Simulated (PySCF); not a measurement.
Compound: C5H14GaN.
SMILES: `[C@@H]1([C@@H](C1)[GaH2-][NH3+])CC`

Level: CAM-B3LYP/def2-SVPD in PySCF, non-relativistic, on one gas-phase PBE0-D3(BJ)/def2-SVP geometry that isn't relaxed in the solvent. The solvent is an IEF-PCM continuum (cavity from Bondi-type radii × 1.2), and excitations are vertical TDDFT with non-equilibrium linear response and a frozen core. Only the electrostatic response of the medium enters. Spin–orbit coupling is left out although an atom past zinc is present.

Gas-phase singlets (H = HOMO, L = LUMO):

```json
{"state": "S1", "E (eV)": "5.919", "λ (nm)": "209", "f": "0.015", "leading configuration": "H→L 90%"}
{"state": "S2", "E (eV)": "6.387", "λ (nm)": "194", "f": "0.018", "leading configuration": "H-1→L 87%"}
{"state": "S3", "E (eV)": "6.805", "λ (nm)": "182", "f": "0.017", "leading configuration": "H→L+1 62%"}
{"state": "S4", "E (eV)": "7.034", "λ (nm)": "176", "f": "0.032", "leading configuration": "H-2→L 83%"}
{"state": "S5", "E (eV)": "7.149", "λ (nm)": "173", "f": "0.029", "leading configuration": "H→L+3 75%"}
```

Task: Give the list for acetone (ε = 20.49), n² = 1.85.

Result: 
| state | E (eV) | λ (nm) | f | leading configuration | change by rank (eV) |
| --- | --- | --- | --- | --- | --- |
| S1 | 6.408 | 193 | 0.041 | H→L 50% | +0.489 |
| S2 | 6.849 | 181 | 0.002 | H→L+1 45% | +0.462 |
| S3 | 7.050 | 176 | 0.041 | H-1→L 34% | +0.245 |
| S4 | 7.399 | 168 | 0.031 | H→L+4 63% | +0.365 |
| S5 | 7.446 | 167 | 0.267 | H→L+2 64% | +0.297 |

Task: How do the frontier levels move from gas to acetone?

Result: 
```csv
orbital,gas (eV),solvent (eV),change (eV)
LUMO+2,1.52,1.75,+0.23
LUMO+1,1.48,1.33,-0.15
LUMO,0.35,1.00,+0.65
HOMO,-8.05,-8.13,-0.08
HOMO-1,-8.73,-8.99,-0.26
HOMO-2,-9.09,-9.11,-0.02
HOMO-3,-9.66,-9.72,-0.06
```

The HOMO–LUMO gap goes from 8.41 to 9.12 eV. Rows go by rank; for HOMO-2 and HOMO-1 the atom shares or the degeneracy differ between the runs, so the row needn't follow one orbital.

Shape of the structure used: `[CH3:1][CH2:2][C@@H:3]1[CH2:4][C@H:5]1[GaH2-:6][NH3+:7]`: C1–C2–C3–C4 152°, C4–C5–Ga6–N7 132°.
